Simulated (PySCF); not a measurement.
AlH6NO2Si, SMILES N[SiH2][Al]([OH])[OH].

Coordinates come from a B3LYP-D3(BJ)/def2-SVP optimisation. The structure was generated by enumeration; whether it is a known compound was not checked. The values are those of a single conformer.

Two levels are set side by side: PBE/def2-TZVP (PySCF) and CAM-B3LYP/def2-TZVP (PySCF). Same geometry, gas phase. Differences are taken from unrounded values.

```
quantity                       PBE
---------------------------  -----
orbital gap (eV)              4.53
highest occupied level (eV)  -5.76
lowest empty level (eV)      -1.23
dipole moment (D)             2.10
mean polarisability (bohr³)   71.1
```

Task: These are the PBE values. What does CAM-B3LYP give? (An estimate is asked for; the answer gives what the named calculation found.)

Result: 
| quantity | CAM-B3LYP | PBE minus CAM-B3LYP |
|---|---|---|
| orbital gap (eV) | 9.03 | -4.50 |
| highest occupied level (eV) | -8.51 | 2.75 |
| lowest empty level (eV) | 0.53 | -1.75 |
| dipole moment (D) | 2.23 | -0.13 |
| mean polarisability (bohr³) | 66.0 | 5.2 |

Without exact exchange PBE keeps part of each electron's self-repulsion, which lifts occupied levels and narrows the gap. Loosely held outer electrons make PBE densities more polarisable. Differences between two approximate levels are no errors against the true value.

Rough cost on one machine, each run with all the roots and properties that it gave: CAM-B3LYP against PBE within a factor of 2.
